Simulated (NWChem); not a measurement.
System: CH₂F₂OSi; SMILES O=C[SiH](F)F

NWChem input:

```
start job
memory heap 200 mb stack 900 mb global 1100 mb
geometry units angstroms noautosym nocenter noautoz
  O      0.225273    -2.290265     0.000000
  C     -0.484434    -1.299944     0.000000
  Si     0.326335     0.453635     0.000000
  F     -0.190464     1.271639     1.311806
  F     -0.190464     1.271639    -1.311806
  H     -1.618026    -1.393384     0.000000
  H      1.814691     0.374634     0.000000
end
basis spherical
  * library def2-svpd
end
dft
  xc xcamb88 1.00 lyp 0.81 vwn_5 0.19 hfexch 1.00
  cam 0.33 cam_alpha 0.19 cam_beta 0.46
  iterations 150
end
property
  response 1 0.0
end
task dft property
```

Parts of the log:

```
             Northwest Computational Chemistry Package (NWChem) 7.3.0
             --------------------------------------------------------

                             Geometry "geometry" -> ""
                             -------------------------

 Output coordinates in angstroms (scale by  1.889725989 to convert to a.u.)

  No.       Tag          Charge          X              Y              Z
 ---- ---------------- ---------- -------------- -------------- --------------
    1 O                    8.0000     0.22527300    -2.29026500     0.00000000
    2 C                    6.0000    -0.48443400    -1.29994400     0.00000000
    3 Si                  14.0000     0.32633500     0.45363500     0.00000000
    4 F                    9.0000    -0.19046400     1.27163900     1.31180600
    5 F                    9.0000    -0.19046400     1.27163900    -1.31180600
    6 H                    1.0000    -1.61802600    -1.39338400     0.00000000
    7 H                    1.0000     1.81469100     0.37463400     0.00000000

 Effective nuclear repulsion energy (a.u.)     225.0601406003

                              NWChem Property Module
                              ----------------------

                                 NWChem DFT Module
                                 -----------------

 Summary of "ao basis" -> "ao basis" (spherical)
 ------------------------------------------------------------------------------
       Tag                 Description            Shells   Functions and Types
 ---------------- ------------------------------  ------  ---------------------
 O                         def2-svpd                 9       23   4s3p2d
 C                         def2-svpd                 8       20   4s2p2d
 Si                        def2-svpd                10       24   5s3p2d
 F                         def2-svpd                 9       23   4s3p2d
 H                         def2-svpd                 4        8   2s2p

            General Information
            -------------------
          SCF calculation type: DFT
          Wavefunction type:  closed shell.
          No. of atoms     :     7
          No. of electrons :    48
           Alpha electrons :    24
            Beta electrons :    24
          Charge           :     0
          Spin multiplicity:     1
          Use of symmetry is: off; symmetry adaption is: off
          Maximum number of iterations: 150
          AO basis - number of functions:   129
                     number of shells:    53
          Convergence on energy requested:  1.00D-06
          Convergence on density requested:  1.00D-05
          Convergence on gradient requested:  5.00D-04

              XC Information
              --------------
                     Hartree-Fock (Exact) Exchange  1.000
                   CAM-Becke88 Exchange Functional  1.000
                      VWN V Correlation Functional  0.190 local
              Lee-Yang-Parr Correlation Functional  0.810

           Range-Separation Parameters
           ---------------------------
           Alpha           :  0.19
           Beta            :  0.46
           Gamma           :  0.33
           Short-Range HF  :     F

             Grid Information
             ----------------
          Grid used for XC integration:  medium
          Radial quadrature: Mura-Knowles
          Angular quadrature: Lebedev.
          Tag              B.-S. Rad. Rad. Pts. Rad. Cut. Ang. Pts.
          ---              ---------- --------- --------- ---------
          O                   0.60       49          12.0       434
          C                   0.70       49          10.0       434
          Si                  1.10       88          11.0       590
          F                   0.50       49          12.0       434
          H                   0.35       45          11.0       434
          Grid pruning is: on
          Number of quadrature shells:   374
          Spatial weights used:  Erf1

      Superposition of Atomic Density Guess
      -------------------------------------

 Sum of atomic energies:        -600.65123591

      Non-variational initial energy
      ------------------------------

 Total energy =    -601.832652
 1-e energy   =   -1280.687935
 2-e energy   =     453.795142
 HOMO         =      -0.283021
 LUMO         =      -0.079987

   convergence    iter        energy       DeltaE   RMS-Dens  Diis-err
 ---------------- ----- ----------------- --------- --------- ---------
 d= 0,ls=0.0,diis     1   -603.2413912948 -8.28D+02  1.57D-02  1.44D+00
 d= 0,ls=0.0,diis     2   -603.0868721632  1.55D-01  7.23D-03  3.61D+00
 d= 0,ls=0.0,diis     3   -603.4101948871 -3.23D-01  1.27D-03  3.78D-02
 d= 0,ls=0.0,diis     4   -603.4119721521 -1.78D-03  6.23D-04  2.24D-02
 d= 0,ls=0.0,diis     5   -603.4138822214 -1.91D-03  1.59D-04  4.61D-04
  Resetting Diis
 d= 0,ls=0.0,diis     6   -603.4139271391 -4.49D-05  4.80D-05  2.56D-05
 d= 0,ls=0.0,diis     7   -603.4139308512 -3.71D-06  2.42D-05  2.99D-06
 d= 0,ls=0.0,diis     8   -603.4139309532 -1.02D-07  8.49D-06  3.49D-06

         Total DFT energy =     -603.413930953242
      One electron energy =    -1282.239327124090
           Coulomb energy =      510.216488727825
    Exchange-Corr. energy =      -56.451233157258
 Nuclear repulsion energy =      225.060140600281

 Numeric. integr. density =       48.000002716726

                       DFT Final Molecular Orbital Analysis
                       ------------------------------------

 Vector   22  Occ=2.000000D+00  E=-4.954969D-01
              MO Center= -3.0D-02, -1.6D+00, -8.5D-09, r^2= 2.0D+00
   Bfn.  Coefficient  Atom+Function         Bfn.  Coefficient  Atom+Function
  ----- ------------  ---------------      ----- ------------  ---------------
     7      0.483891  1 O  pz                30      0.344097  2 C  pz
    10      0.305169  1 O  pz                73     -0.140936  4 F  py
    96      0.140936  5 F  py                33      0.138856  2 C  pz
    76      0.095768  4 F  py                99     -0.095768  5 F  py
    13      0.064762  1 O  pz                74      0.062991  4 F  pz

 Vector   23  Occ=2.000000D+00  E=-4.656309D-01
              MO Center=  8.4D-01,  2.4D-01, -2.8D-09, r^2= 2.9D+00
   Bfn.  Coefficient  Atom+Function         Bfn.  Coefficient  Atom+Function
  ----- ------------  ---------------      ----- ------------  ---------------
   122      0.358162  7 H  s                 72      0.250813  4 F  px
    95      0.250813  5 F  px                 5     -0.207133  1 O  px
    52      0.207568  3 Si px                47      0.179626  3 Si s
    46      0.175842  3 Si s                 75     -0.167577  4 F  px
    98     -0.167577  5 F  px                29     -0.151376  2 C  py

 Vector   24  Occ=2.000000D+00  E=-3.448279D-01
              MO Center= -1.0D-01, -1.5D+00,  2.4D-10, r^2= 2.3D+00
   Bfn.  Coefficient  Atom+Function         Bfn.  Coefficient  Atom+Function
  ----- ------------  ---------------      ----- ------------  ---------------
     5      0.406982  1 O  px                 6      0.325106  1 O  py
     8      0.283525  1 O  px               114      0.253779  6 H  s
    27      0.225334  2 C  s                  9      0.222220  1 O  py
    46     -0.174830  3 Si s                 29     -0.165122  2 C  py
    53      0.163251  3 Si py                28     -0.155236  2 C  px

 Vector   25  Occ=0.000000D+00  E=-4.840517D-02
              MO Center= -2.1D-01, -1.2D+00,  4.9D-11, r^2= 2.4D+00
   Bfn.  Coefficient  Atom+Function         Bfn.  Coefficient  Atom+Function
  ----- ------------  ---------------      ----- ------------  ---------------
    30     -0.414222  2 C  pz                 7      0.404775  1 O  pz
    33     -0.346256  2 C  pz                10      0.320645  1 O  pz
    57     -0.178060  3 Si pz                54     -0.139624  3 Si pz
    40     -0.118264  2 C  d -1              64      0.106132  3 Si d -1
    73      0.096916  4 F  py                96     -0.096916  5 F  py

 Vector   26  Occ=0.000000D+00  E= 3.385607D-02
              MO Center=  2.0D-01,  1.2D+00,  6.0D-09, r^2= 6.4D+00
   Bfn.  Coefficient  Atom+Function         Bfn.  Coefficient  Atom+Function
  ----- ------------  ---------------      ----- ------------  ---------------
    48      2.367108  3 Si s                 27     -0.902838  2 C  s
    71     -0.714405  4 F  s                 94     -0.714405  5 F  s
    55     -0.671120  3 Si px                56      0.391695  3 Si py
    63      0.392207  3 Si d -2             115     -0.320896  6 H  s
    79      0.228413  4 F  py                80      0.228109  4 F  pz

 Vector   27  Occ=0.000000D+00  E= 4.691052D-02
              MO Center= -8.0D-01, -1.2D+00, -3.4D-09, r^2= 8.1D+00
   Bfn.  Coefficient  Atom+Function         Bfn.  Coefficient  Atom+Function
  ----- ------------  ---------------      ----- ------------  ---------------
    27      5.276034  2 C  s                  4     -2.507123  1 O  s
   115     -2.251100  6 H  s                 47     -1.252224  3 Si s
    26      1.023709  2 C  s                 48      0.967152  3 Si s
    12     -0.853903  1 O  py                56      0.840961  3 Si py
   119     -0.687893  6 H  px                71     -0.672708  4 F  s

     Multipole analysis of the density
     ---------------------------------

     L   x y z        total         alpha         beta         nuclear
     -   - - -        -----         -----         ----         -------
     0   0 0 0     -0.000000    -24.000000    -24.000000     48.000000

     1   1 0 0     -0.124245     -0.281881     -0.281881      0.439518
     1   0 1 0      0.111019     -1.928569     -1.928569      3.968156
     1   0 0 1     -0.000000     -0.000000     -0.000000      0.000000

     2   2 0 0    -23.941768    -29.592397    -29.592397     35.243026
     2   1 1 0      2.696249      0.815658      0.815658      1.064933
     2   1 0 1      0.000000      0.000000      0.000000      0.000000
     2   0 2 0    -31.842831   -169.783713   -169.783713    307.724595
     2   0 1 1     -0.000000     -0.000000     -0.000000      0.000000
     2   0 0 2    -27.598196    -69.106010    -69.106010    110.613823

 *** CALLING NEW AORESP DRIVER FOR CLOSED AND OPEN SHELLS ***
 Entering AOResponse driver routine

--------------------------------------------------------------------------------

          -----------------------------------------------
          Solving response equations for perturbing field
          -----------------------------------------------

 number of frequencies:     1
 frequency in a.u.:  0.0000000E+00
 Perturbing field: electric
 Using El. Dipole Length Gauge

 Setting up CPKS with frequency omega =      0.00000000 a.u.

 STATIC response

                                NWChem CPHF Module
                                ------------------

  scftype          =     RHF
  nclosed          =       24
  nopen            =        0
  variables        =     2520
  # of vectors     =        3
  tolerance        = 0.10D-03
  level shift      = 0.00D+00
  max iterations   =       50
  max subspace     =       30

 SCF residual:    8.0827343174726021E-004

Iterative solution of linear equations
  No. of variables     2520
  No. of equations        3
  Maximum subspace       30
        Iterations       50
       Convergence  1.0D-04

   iter   nsub   residual    time
   ----  ------  --------  ---------
     1      3    3.05D+00      87.5
     2      6    3.07D+00     100.8
     3      9    3.33D-01     114.1
     4     12    1.05D-01     127.6
     5     15    1.45D-02     140.9
     6     18    2.90D-03     154.3
     7     21    4.37D-04     167.6
     8     24    1.02D-04     180.9
     9     27    2.19D-05     194.4

 Electric Dipole Response Matrix (nonzero elements):

              1        2        3
    1   41.0275   0.1062  -0.0000
    2    0.1062  45.3838   0.0000
    3   -0.0000   0.0000  32.8666

 ------------------------------------------
 average:        39.75930 + I       0.00000

 DFT Linear Response polarizability / au
 Frequency  =       0.0000000 / au
              X              Y              Z
 -----------------------------------------------
 X      41.0275215      0.1062293     -0.0000000
 Y       0.1062326     45.3838253      0.0000000
 Z      -0.0000000      0.0000000     32.8665660
 -----------------------------------------------
 Eigenvalues =      41.0249327     45.3864142     32.8665660
 Isotropic   =      39.7593043
 Anisotropic =      11.0074535
 -----------------------------------------------

 Magnetic Dipole Response Matrix (nonzero elements):

 Exiting AOResponse driver routine
```

Level: CAM-B3LYP/def2-SVPD. Structure relaxed at the PBE-D3(BJ)/def2-SVP level.
